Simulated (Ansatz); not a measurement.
Mg4Te4, relaxed as a quintet with UKS PBE-D4/def2-SVP in Ansatz, starting from the PBE-D4/def2-SVP geometry of the neutral singlet. Force threshold 0.03 eV/Å.

In the def2 sets Te takes a core potential; there is no spin–orbit coupling. The relaxation made no stability test and no search for a lower SCF solution. At PBE-D4/def2-SVP a singlet of charge 0 lies 3.94 eV below the quintet, each at its own geometry. The structure comes from a short search, and lower isomers may exist.

Start:

```xyz
8

Mg    1.5970   -1.0164    0.4063
Mg   -1.4379   -0.5611    1.1685
Mg   -0.5080   -0.3078   -1.8431
Mg    0.3487    1.8853    0.2681
Te    0.7278    0.4384    2.6340
Te   -2.2824    1.4521   -0.5829
Te   -0.4998   -2.6948   -0.3812
Te    2.0545    0.8043   -1.6698
```

Problem. Estimate the energy that the relaxation releases and the steps that it takes.

Solution. 34.8 kcal/mol, in 6 steps; 62 s on 4 threads of Arm Neoverse V1 on a shared host. No frequencies were taken in this run, so the end may be a saddle point.

Problem. Does the start keep its bonding and symmetry?

Solution. By distances, no bond broke or formed, bridged metal pairs apart. The bond that changes most is Mg2–Te6, from 2.80 to 2.87 Å (atoms count from 1). Metal–metal contacts that move far: Mg1–Mg2 3.16 to 4.00 Å, Mg3–Mg4 3.16 to 4.00 Å. Point group Td at the start, D2d at the end, both within 0.05 Å.

Problem. Predict the relaxed structure.

Solution. 
| atom | x (Å) | y (Å) | z (Å) |
| --- | --- | --- | --- |
| Mg1 | 1.9838 | -0.9244 | 0.1544 |
| Mg2 | -1.8555 | -0.3501 | 1.1181 |
| Mg3 | -0.6068 | -0.7497 | -1.9707 |
| Mg4 | 0.4782 | 2.0245 | 0.6984 |
| Te5 | 0.6138 | -0.1671 | 2.5448 |
| Te6 | -1.8180 | 1.6312 | -0.9564 |
| Te7 | -0.3351 | -2.5931 | 0.2103 |
| Te8 | 1.5397 | 1.1286 | -1.7990 |
Bond lengths (bridged metal pairs left out): 12 × Mg–Te 2.86 to 2.87 Å.
